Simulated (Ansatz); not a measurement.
A structure relaxed at r2SCAN-D4/def2-SVP in Ansatz, charge 0, singlet:

```xyz
40

C    -2.238    3.087    1.606
C    -0.925    2.613    0.996
C    -0.780    1.081    0.944
C     0.618    0.692    0.432
C     0.880   -0.821    0.312
C     0.748   -1.546    1.655
C     2.228   -1.060   -0.339
C     2.310   -1.533   -1.658
C     3.541   -1.736   -2.288
C     4.716   -1.458   -1.586
Cl    6.261   -1.705   -2.356
C     4.669   -0.984   -0.271
C     3.429   -0.789    0.339
C    -1.881    0.441    0.121
C    -2.845   -0.388    0.714
C    -3.863   -0.982   -0.036
C    -3.921   -0.741   -1.411
Cl   -5.183   -1.476   -2.363
C    -2.979    0.083   -2.033
C    -1.970    0.666   -1.264
H    -2.361    2.704    2.633
H    -3.103    2.741    1.018
H    -2.282    4.186    1.653
H    -0.816    3.018   -0.027
H    -0.074    3.019    1.572
H    -0.888    0.708    1.979
H     1.375    1.139    1.104
H     0.783    1.158   -0.556
H     0.117   -1.236   -0.371
H     1.406   -1.104    2.422
H    -0.285   -1.495    2.033
H     1.014   -2.610    1.554
H     1.388   -1.751   -2.208
H     3.594   -2.106   -3.315
H     5.599   -0.770    0.264
H     3.403   -0.418    1.369
H    -2.801   -0.574    1.793
H    -4.608   -1.626    0.436
H    -3.040    0.262   -3.109
H    -1.237    1.310   -1.760
```

Q: Give its formula, name or SMILES.

A: `CCC(CC(C)c1ccc(Cl)cc1)c1ccc(Cl)cc1`.

Q: Summarise the bond lengths by kind (pairs closer than 1.2 times the sum of covalent radii, bridged metal pairs left out).

A: 19 × C–C 1.40 to 1.54 Å; 2 × C–Cl 1.74 Å; 20 × C–H 1.09 to 1.11 Å.
